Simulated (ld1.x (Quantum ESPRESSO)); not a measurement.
## Reading a pseudo-wave (Eu (Z = 63))

Columns: radius, all-electron u(r) and pseudo u(r) of the 5d shell (level -13.62 eV) of europium in the configuration [Kr] 4d10 4f7 5s2 5p6 5d0 6s0 6p0; PBE, scalar-relativistic, TM scheme, ld1.x (Quantum ESPRESSO) 7.5.

```json
{"r (bohr)": "0.120", "all-electron": "0.1748", "pseudo": "0.0009"}
{"r (bohr)": "0.240", "all-electron": "0.0524", "pseudo": "0.0067"}
{"r (bohr)": "0.360", "all-electron": "-0.1852", "pseudo": "0.0219"}
{"r (bohr)": "0.480", "all-electron": "-0.2822", "pseudo": "0.0495"}
{"r (bohr)": "0.600", "all-electron": "-0.2377", "pseudo": "0.0912"}
{"r (bohr)": "0.720", "all-electron": "-0.1162", "pseudo": "0.1466"}
{"r (bohr)": "0.840", "all-electron": "0.0311", "pseudo": "0.2135"}
{"r (bohr)": "0.960", "all-electron": "0.1754", "pseudo": "0.2881"}
{"r (bohr)": "1.080", "all-electron": "0.3034", "pseudo": "0.3655"}
{"r (bohr)": "1.200", "all-electron": "0.4107", "pseudo": "0.4406"}
{"r (bohr)": "1.320", "all-electron": "0.4964", "pseudo": "0.5086"}
{"r (bohr)": "1.440", "all-electron": "0.5622", "pseudo": "0.5662"}
{"r (bohr)": "1.560", "all-electron": "0.6103", "pseudo": "0.6113"}
{"r (bohr)": "1.680", "all-electron": "0.6432", "pseudo": "0.6434"}
{"r (bohr)": "1.800", "all-electron": "0.6634", "pseudo": "0.6634"}
{"r (bohr)": "1.920", "all-electron": "0.6731", "pseudo": "0.6731"}
{"r (bohr)": "2.040", "all-electron": "0.6742", "pseudo": "0.6742"}
{"r (bohr)": "2.160", "all-electron": "0.6686", "pseudo": "0.6686"}
{"r (bohr)": "2.280", "all-electron": "0.6575", "pseudo": "0.6575"}
{"r (bohr)": "2.400", "all-electron": "0.6422", "pseudo": "0.6422"}
{"r (bohr)": "2.520", "all-electron": "0.6238", "pseudo": "0.6238"}
{"r (bohr)": "2.640", "all-electron": "0.6031", "pseudo": "0.6031"}
{"r (bohr)": "2.760", "all-electron": "0.5806", "pseudo": "0.5806"}
{"r (bohr)": "2.880", "all-electron": "0.5569", "pseudo": "0.5569"}
{"r (bohr)": "3.000", "all-electron": "0.5325", "pseudo": "0.5325"}
{"r (bohr)": "3.120", "all-electron": "0.5075", "pseudo": "0.5075"}
```

Task: How many radial nodes do the two functions have?

Result: The all-electron 5d function has n − l − 1 = 2; the pseudo-wave has 0, since the states of the same l below it are removed with the core.

Task: At about which radius was the pseudo-wave matched?

Result: 2.00 bohr. The columns agree to 0.0005 from 1.68 bohr on; several derivatives are matched, so the curves merge somewhat inside the radius.

Task: Is the pseudo-wave norm-conserving?

Result: Yes: the TM scheme keeps the norm inside the radius equal to the all-electron one, which fixes the energy derivative of the logarithmic derivative at the level.
